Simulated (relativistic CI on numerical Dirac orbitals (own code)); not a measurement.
# Sensitivity of the levels of Ti XVIII to α and to the nuclear radius

Method of calculation: Dirac-Coulomb-Breit CI, orbitals from a KLI potential per configuration, derivatives by finite differences, unscaled Slater integrals, QED left out (own radial code, finite nucleus).

Configuration list (outside the closed core 1s2): 2s²2p, 2s2p², 2p³, 2p²3s, 2p²3p, 2p²3d, 2s²3s, 2s²3p. Levels of other configurations are missing.

With x = (α/α₀)² − 1 an excitation energy changes as ω = ω₀ + qx; K = 2q/ω₀ is the relative enhancement. Terms are leading LS components, so labels can repeat. The field-shift factor is F = δν/δ⟨r²⟩ for the transition from the lowest level.

Lowest level 2s²2p ²P°1/2.

```
       Level  ω₀ (cm⁻¹)  q (cm⁻¹)  F (GHz/fm²)
2s²2p ²P°3/2      55997     56920       -0.256
 2s2p² ⁴P1/2     304998     44330        -42.4
 2s2p² ⁴P3/2     328218     71990        -42.4
 2s2p² ⁴P5/2     355649     96810        -42.4
 2s2p² ²D3/2     561160     81460        -43.2
 2s2p² ²D5/2     566717     93580        -43.2
 2s2p² ²S1/2     681044     54920        -43.9
 2s2p² ²P1/2     741232    107800        -44.2
 2s2p² ²P3/2     755658    108800          -45
  2p³ ⁴S°3/2     963933    126900        -88.3
  2p³ ²D°3/2    1092472    118600        -88.1
  2p³ ²D°5/2    1102437    137100        -88.3
  2p³ ²P°1/2    1224738    136600        -86.4
```

At this charge energies of transitions that change n are usually good to better than 1 %, and those within a shell (Δn = 0) to a few per cent.

Q: Which transition from the lowest level has the largest |K|?

A: 2s²2p ²P°3/2 at 55997 cm⁻¹, K = 2.03.
